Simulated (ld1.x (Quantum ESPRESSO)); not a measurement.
# Transferability test, TM potential for terbium

ld1.x (Quantum ESPRESSO) 7.5 input, shortened:

```
&input
   title='Tb', zed=65., rel=1, dft='PBESOL', iswitch=3,
   config='[Xe] 4f9 5d1 6s1 6p0'
 /
 &inputp
   pseudotype=2, tm=.true., lloc=2,
   nlcc=.true., new_core_ps=.true., rcore=0.75
 /
4
6S  1  0   1.00   0.00  3.95  3.95  0.0
5P  2  1   6.00   0.00  1.92  1.92  0.0
4F  4  3   9.00   0.00  1.35  1.35  0.0
5D  3  2   1.00   0.00  3.15  3.15  0.0
 &test
   configts(1)='4f9 5p6 5d1 6s1 6p0'
 /
```

Energies are relative to the spin-unpolarised reference configuration 4f9 5p6 5d1 6s1 6p0; without spin polarisation the order of configurations can differ from experiment.

| valence configuration | charge | ΔE all-electron (eV) | error AE − PS (meV) |
| --- | --- | --- | --- |
| 4f9 5p6 5d0 6s2 6p0 | 0 | -2.478 | -0.3 |
| 4f9 5p6 5d0 6s1 6p0 | +1 | 3.700 | -1.2 |
| 4f9 5p6 5d0 6s0 6p0 | +2 | 15.114 | -24 |
| 4f10 5p6 5d0 6s0 6p0 | +1 | 5.376 | -220 |
| 4f9 5p6 5d0 6s0 6p1 | +1 | 7.062 | +13 |
| 4f8 5p6 5d1 6s2 6p0 | 0 | 1.641 | -306 |
| 4f9 5p6 5d0.5 6s1.5 6p0 | 0 | -1.255 | +0.6 |

Levels in the configuration 4f9 5p6 5d0 6s0 6p1:

```json
{"level": "4f", "all-electron (eV)": "-10.754", "pseudo (eV)": "-10.581"}
{"level": "5p", "all-electron (eV)": "-32.612", "pseudo (eV)": "-32.549"}
{"level": "6p", "all-electron (eV)": "-6.081", "pseudo (eV)": "-6.094"}
```

Note: ghost state, extra bound levels that the all-electron valence spectrum of the same l lacks: s at -17.6 eV. A true bound ghost makes a file unfit for plane-wave use.
